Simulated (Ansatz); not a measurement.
Steps of a relaxation of `[Br][In]([Br])[Br]` with RKS PBE0-D4/def2-TZVP.

```sh
$ ansatz run in.yaml --threads 4 --pin off --events-out ev --progress --plain --max-ram 10444MiB
```

```yaml
crystal:
  periodic: [false, false, false]
  atoms:
    - {symbol: Br, position_ang: [1.714480, -0.093711, 1.799639]}
    - {symbol: In, position_ang: [0.015361, -0.016564, -0.009088]}
    - {symbol: Br, position_ang: [-1.202708, -2.081144, -0.655386]}
    - {symbol: Br, position_ang: [-0.471633, 2.131219, -1.155465]}
basis:
  gaussian: {orbitals: def2-TZVP}
hamiltonian: {xc: pbe0, dispersion: d4}
relax: {f_tol: 0.005, max_steps: 150}
```

Positions (Å) and forces (eV/Å) along the path, 4 of 4 steps:

```xyz
4
step=1 energy=-215293.4251 eV
Br    1.714   -0.094    1.800   -0.373    0.015   -0.401
In    0.015   -0.017   -0.009   -0.006    0.004    0.011
Br   -1.203   -2.081   -0.655    0.271    0.458    0.140
Br   -0.472    2.131   -1.155    0.108   -0.477    0.250
4
step=2 energy=-215293.4392 eV
Br    1.662   -0.093    1.742    0.334   -0.016    0.354
In    0.014   -0.015   -0.006    0.003    0.002    0.004
Br   -1.163   -2.013   -0.636   -0.241   -0.410   -0.130
Br   -0.457    2.060   -1.121   -0.096    0.424   -0.228
4
step=3 energy=-215293.4638 eV
Br    1.684   -0.094    1.766    0.010   -0.001    0.010
In    0.014   -0.015   -0.006    0.001    0.001    0.002
Br   -1.179   -2.041   -0.645   -0.008   -0.013   -0.005
Br   -0.464    2.089   -1.136   -0.003    0.013   -0.007
4
step=4 energy=-215293.4638 eV
Br    1.685   -0.094    1.767    0.000    0.000    0.000
In    0.014   -0.015   -0.005    0.000    0.000    0.000
Br   -1.180   -2.041   -0.645    0.000    0.000    0.000
Br   -0.464    2.090   -1.137    0.000    0.000    0.000
```

Hardware: 4 threads of an Intel Xeon Platinum 8488C on a shared host. Wall time 20 s, peak host memory 0.84 GiB.
